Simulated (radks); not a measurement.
The praseodymium ion Pr49+, configuration [Ne] (the NIST ground configuration). Method: Dirac Kohn-Sham, PBE, spin-unpolarised, spherical densities, point nucleus; computed with a radial shooting solver on a logarithmic mesh with Libxc functionals.

Unscreened Slater integrals over Kohn-Sham orbitals (cm^-1). Large and small components are both included.

F0(2p3/2,2p3/2): 2213800
F2(2p3/2,2p3/2): 1057200
F0(2p3/2,2p1/2): 2289200
G2(2p3/2,2p1/2): 1043300
F0(2p3/2,2s1/2): 2065700
G1(2p3/2,2s1/2): 1165200
F0(2p3/2,1s1/2): 3003000
G1(2p3/2,1s1/2): 539420
F0(2p1/2,2p1/2): 2375400
F0(2p1/2,2s1/2): 2125000
G1(2p1/2,2s1/2): 1139800
F0(2p1/2,1s1/2): 3261200
G1(2p1/2,1s1/2): 585730
F0(2s1/2,2s1/2): 1972600
F0(2s1/2,1s1/2): 2811300
G0(2s1/2,1s1/2): 309540
F0(1s1/2,1s1/2): 8622800
